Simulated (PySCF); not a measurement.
These are ωB97X-D3(BJ)/def2-TZVP // PBE0-D3(BJ)/def2-SVP (PySCF) values and carry that method's errors. All species are isolated molecules in the gas phase. One relaxed conformer stands for a flexible species; it need not be the lowest. Excitations are Tamm–Dancoff values on a coarser integration grid. The basis has no diffuse functions, so Rydberg states are missing or too high.

Reference species (SMILES): `B[C@]12CC[C@H](CC1)[C@@H]2S` (neutral, multiplicity 1).

```
Quantity                Value
-------------------  --------
T1 excitation (TDA)   5.05 eV
S1–T1 gap (TDA)       0.37 eV
HOMO–LUMO gap        10.02 eV
S1 excitation (TDA)   5.42 eV
```

After one change: the T1 excitation (TDA) goes up by 0.08 eV; the S1–T1 gap (TDA) goes up by 0.02 eV; the HOMO–LUMO gap drops by 0.17 eV; the S1 excitation (TDA) rises by 0.10 eV.

**Question.** Which change was made? The new species is one of these.
(A) `B[C@@H]1C[C@@H]2C[C@H]1[C@H](S)C2`
(B) `B[C@@H]1C[C@@H]2CC[C@H]1[C@@H]2S`
(C) `B[C@@H]1[C@H]2CC[C@]1(S)CC2`

**Answer.** C, `B[C@@H]1[C@H]2CC[C@]1(S)CC2`
